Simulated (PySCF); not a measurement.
From one molecule to another.

First species: C5H11FOS.
InChI=1S/C5H11FOS/c1-5(7)2-3-8-4-6/h5,7H,2-4H2,1H3/t5-/m0/s1

Second species: C7H7FO2S.
InChI=1S/C7H7FO2S/c1-3-6-5(2)4-7(8)11(6,9)10/h3-4H,1H2,2H3

Levels: PBE0/pcSseg-1 for HOMO energy, LUMO energy and HOMO–LUMO gap. Geometries: GFN2-xTB. Each species is one conformer at its optimised geometry, gas phase, non-relativistic unless stated. Electronic properties by PySCF.

The conformers computed, where there is a choice (atom-mapped SMILES and torsion angles):
- `[CH2:1]=[CH:2][C:3]1=[C:4]([CH3:5])[CH:6]=[C:7]([F:8])[S:9]1(=[O:10])=[O:11]`: C1–C2–C3–C4 180°

The conformers of `C[C@H](O)CCSCF` aren't listed.

Values for the first species:

```
HOMO energy   : -6.77 eV
LUMO energy   : 1.01 eV
HOMO–LUMO gap : 7.78 eV
```

Problem. Estimate the same properties for the second species, and the change in each.

Solution. 
| property | first | second | second less first |
| --- | --- | --- | --- |
| HOMO energy | -6.77 eV | -6.87 eV | -0.10 eV |
| LUMO energy | 1.01 eV | -2.41 eV | -3.42 eV |
| HOMO–LUMO gap | 7.78 eV | 4.46 eV | -3.32 eV |

